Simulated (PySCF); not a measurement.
# Telling isomers of C5H4F2O2 apart by NMR

[PySCF: GIAO PBE0/pcSseg-1 shieldings; couplings computed with B3LYP/pcJ-1 (spin–dipole term left out of most H,H and C,H couplings); GFN2-xTB geometry; one averaged value for each set of equivalent atoms; relativity neglected; isolated molecule; one conformer]

References, each an isolated molecule treated in the same way: 1H (31.72 ppm) and 13C (186.93 ppm) against TMS. Multiplet labels drop J under 1 Hz and among equivalent protons, and merge close values. Unscaled 3J(H,H) run several per cent high. Splittings of carbon signals by F and P are missing where no couplings were computed. Where no couplings were computed, multiplicities follow the n + 1 count of equivalent neighbours, and m marks all less simple cases (inequivalent or close neighbours, rings, F or P nearby). Vicinal couplings that depend on rotamer populations or ring flexing (ring, CH–CH, X–H and H–F types) are those of the one conformer. One-bond C–F couplings are unscaled and too large by tens of Hz. Shifts are as computed. Against solution values, carbons near 30 ppm lie about +3 ppm off and those near 130 ppm about +5 ppm. Of 1211 compounds with measured shifts, 218 miss one by over three times the rms of a fit or turn the order of signals round; such compounds aren't used in these exercises.

(1) Tabulate the signals of `C=C(CC(=O)F)C(=O)F`, `FC(F)Oc1ccoc1`, `O=C(F)[C@H]1C[C@H]1C(=O)F` and their relative energies.

(2) What is the quickest way to tell C=C(CC(=O)F)C(=O)F from O=C(F)[C@H]1C[C@H]1C(=O)F?

(3) What is the quickest way to tell C=C(CC(=O)F)C(=O)F from FC(F)Oc1ccoc1?

(4) What is the quickest way to tell FC(F)Oc1ccoc1 from O=C(F)[C@H]1C[C@H]1C(=O)F?

## Answers

(1) 
```json
{"SMILES": "C=C(CC(=O)F)C(=O)F", "carbon types": "3×C 2×CH2", "δC": "171.5, 165.7, 151.2, 134.0, 34.6", "δH": "7.55 (m, 1H), 6.83 (m, 1H), 3.76 (m, 2H)", "E rel. (kcal/mol)": "0.0"}
{"SMILES": "FC(F)Oc1ccoc1", "carbon types": "1×C 4×CH", "δC": "151.2, 146.3, 133.7, 123.7, 107.8", "δH": "7.60 (m, 1H), 7.42 (m, 1H), 6.75 (m, 1H), 6.53 (m, 1H)", "E rel. (kcal/mol)": "25.8"}
{"SMILES": "O=C(F)[C@H]1C[C@H]1C(=O)F", "carbon types": "2×C 2×CH 1×CH2", "δC": "166.7, 24.0, 17.9", "δH": "2.33 (m, 2H), 1.93 (tdt, 1H), 1.55 (td, 1H)", "E rel. (kcal/mol)": "4.2"}
```

Energies are electronic energies at PBE0/pcSseg-1 on these geometries, without zero-point or thermal terms, each for the one conformer computed, which needn't be the lowest.

(2) Count the carbon signals: 5 against 3. The first has a β carbon of a C=C–C=O unit (CH2) at 151.2 ppm, the second a three-membered-ring carbon (CH) at 24.0 ppm. Their most deshielded carbons lie at 171.5 and 166.7 ppm. In the proton spectra the most deshielded non-exchanging signals are 7.55 (m, 1H) and 2.33 (m, 2H).

(3) Both give the same number of carbon signals, but DEPT or the intensities differ. The first has a β carbon of a C=C–C=O unit (CH2) at 151.2 ppm, the second an aromatic CH next to the ring oxygen at 146.3 ppm. Their most deshielded carbons lie at 171.5 and 151.2 ppm.

(4) Count the carbon signals: 5 against 3. The first has an aromatic CH next to the ring oxygen at 146.3 ppm, the second a three-membered-ring carbon (CH) at 24.0 ppm. Their most deshielded carbons lie at 151.2 and 166.7 ppm. In the proton spectra the most deshielded non-exchanging signals are 7.60 (m, 1H) and 2.33 (m, 2H).
